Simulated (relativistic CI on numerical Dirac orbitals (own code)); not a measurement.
Crystal-field levels of Re5+, 5d2

Calculated by Dirac-Coulomb-Breit CI, KLI orbitals optimised for each configuration, a model potential for QED, valence Slater integrals scaled by 0.75, one configuration in a parametric crystal field (own radial code).

Field parameters in Wybourne normalisation: Td as Oh with Dq negative (B⁴₀ = 21Dq, B⁴₄ = √(5/14) B⁴₀). The field is a parameter set, without covalency.

S is read from ⟨S²⟩ = S(S + 1).

Levels (cm⁻¹, degeneracy): 0 (3), 6129 (2), 12792 (1), 13381 (3), 14228 (3), 15943 (1), 17572 (2), 20353 (3), 21133 (3), 21678 (2), 22592 (3), 24398 (1).

(1) Which field gives this pattern?
A. Td, 10Dq = -18650 cm⁻¹
B. Td, 10Dq = -4450 cm⁻¹
C. Td, 10Dq = -11550 cm⁻¹
D. Td, 10Dq = -8000 cm⁻¹

Answers

(1) C. Td, 10Dq = -11550 cm⁻¹, ground level with S = 0.98.
